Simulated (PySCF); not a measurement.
Start geometry of `C1CC([SiH2][AsH][SiH3])CC1` from GFN2-xTB (Å):
```
atom  x, y, z in Å
Si1    3.2939    1.0299   -0.6570
As2    2.3676   -0.9474   -1.4367
Si3    1.1097   -1.4602    0.4461
C4    -0.2841   -0.1681    0.5281
C5    -0.8955    0.1164   -0.8437
C6    -2.2483    0.7849   -0.5517
C7    -2.5703    0.4564    0.9192
C8    -1.5075   -0.5586    1.3484
H9     2.3121    2.1178   -0.7865
H10    4.4593    1.4028   -1.4708
H11    3.7343    1.0162    0.7456
H12    3.5324   -1.7806   -0.9811
H13    0.4915   -2.7930    0.3041
H14    1.8075   -1.4708    1.7461
H15    0.1081    0.7729    0.9311
H16   -1.0531   -0.8265   -1.3771
H17   -0.2484    0.7460   -1.4619
H18   -2.1843    1.8636   -0.6964
H19   -3.0219    0.4087   -1.2206
H20   -2.4868    1.3560    1.5309
H21   -3.5796    0.0646    1.0405
H22   -1.8235   -1.5680    1.0786
H23   -1.3178   -0.5359    2.4207
```

Q: What comes out of this run: PySCF, PBE0-D3(BJ)/def2-SVP geometry optimisation, gas phase?

A: 
```
atom  x, y, z in Å
Si1    3.199    0.733   -0.189
As2    2.529   -1.347   -1.098
Si3    1.070   -1.799    0.722
C4    -0.223   -0.428    0.794
C5    -0.939   -0.156   -0.536
C6    -2.206    0.634   -0.153
C7    -2.408    0.407    1.362
C8    -1.392   -0.671    1.755
H9     2.163    1.748   -0.555
H10    4.503    1.140   -0.793
H11    3.339    0.721    1.301
H12    3.706   -2.080   -0.461
H13    0.396   -3.110    0.454
H14    1.824   -1.904    2.010
H15    0.297    0.498    1.111
H16   -1.219   -1.114   -1.008
H17   -0.303    0.375   -1.261
H18   -2.081    1.705   -0.373
H19   -3.074    0.297   -0.739
H20   -2.191    1.334    1.916
H21   -3.440    0.123    1.617
H22   -1.815   -1.675    1.577
H23   -1.102   -0.627    2.816
```

The energy falls by 0.147 eV over 10 energy and gradient evaluations, the largest force component goes from 0.0146 to 3.7e-04 Eh/bohr, and the atoms move by 0.223 Å rms after alignment. The bond that changes most is As2–Si3 (ends: arsenic bonded to 2 Si and H; SiH2 silicon), which lengthens by 0.055 Å. Bonds longer at the end by more than 0.005 Å: 20 of 23; shorter: 1. Among the angles that change most is As2–Si3–H14, from 117.4° to 111.3°. Among the dihedrals that turn most is H13–Si3–C4–C8, from 40° to 53°. Rotational constants go from 1788, 495.7, 469.1 to 1734, 490.6, 460.9 MHz. The orientation of the end geometry is arbitrary; only internal coordinates are fixed.

The run used 213 basis functions and 60 SCF cycles in all. Rough CPU time on one thread of a shared machine: about 10 min.

No PBE0-D3(BJ)/def2-SVP frequencies stand behind this structure, so it isn't proved a minimum. One conformer, not necessarily the lowest.
